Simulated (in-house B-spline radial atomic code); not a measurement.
Results of a calculation; reference values are marked as such.
**Stopping of slow ions oscillates with Z: Li to Ca at r_s = 2.07**

A nucleus sits in a uniform electron gas with a rigid positive background. The Kohn-Sham equations are solved self-consistently in the spin-unpolarised LDA (PW92), non-relativistic, on B-splines with outgoing waves at the boundary and partial waves to l = 8. The model has no lattice, no bands and no magnetic solution. Atomic units; δ_l are the phase shifts at the Fermi level, counted so that each bound state adds π, and good to about 0.0005.

The density parameter is r_s = 2.07 bohr, near that of the valence electrons of Al (3 per atom, density 2.7 g/cm³, mass 26.98 u, which gives r_s = 2.07). The friction coefficient Q = n k_F σ_tr gives dE/dx = Q v for slow ions. Some elements are left out of the table, so an extreme may lie at one of them.

```csv
ion,δ0/π,δ1/π,δ2/π,δ3/π,σ_tr (bohr²),Q (a.u.)
Li,0.860,0.169,0.021,0.003,15.93,0.3975
Be,1.050,0.269,0.022,0.004,20.37,0.5084
B,1.216,0.381,0.021,0.004,27.67,0.6906
C,1.352,0.502,0.020,0.005,32.26,0.8050
N,1.461,0.625,0.023,0.005,30.04,0.7497
O,1.557,0.743,0.031,0.007,22.75,0.5676
F,1.653,0.852,0.043,0.008,14.87,0.3711
Ne,1.758,0.953,0.059,0.010,9.02,0.2250
Mg,1.992,1.153,0.090,0.011,7.20,0.1796
Al,2.108,1.259,0.102,0.012,13.07,0.3261
Si,2.213,1.368,0.114,0.012,22.60,0.5638
P,2.309,1.477,0.128,0.013,32.43,0.8092
S,2.395,1.581,0.147,0.014,39.70,0.9906
Cl,2.476,1.674,0.175,0.015,44.48,1.1099
Ar,2.550,1.754,0.213,0.014,49.06,1.2242
K,2.617,1.820,0.263,0.012,55.67,1.3891
Ca,2.673,1.871,0.326,0.009,64.49,1.6093
```

Problem. Where are the largest and smallest frictions, and what do the phase shifts say there?

Solution. Largest: Ca, Q = 1.6093; smallest: Mg, Q = 0.1796, a ratio of 9.0. For the largest δ2/π = 0.33; it lies at the edge of the table, which can't show whether it is a peak. For the smallest the differences δ_l − δ_(l+1), measured from the nearest multiple of π, are 0.16π, 0.06π, 0.08π; σ_tr grows with the sines of these.

Problem. At equal speed, Lindhard and Scharff's formula, with silicon as an example target, scales as Z^(7/6)/(Z^(2/3) + 14^(2/3))^(3/2). How does its rise from the first ion to the last compare?

Solution. It rises smoothly by 0.6889/0.1626 = 4.24, while Q changes by 1.609/0.398 = 4.05. The statistical formula averages over shells, so it can't show the oscillation.
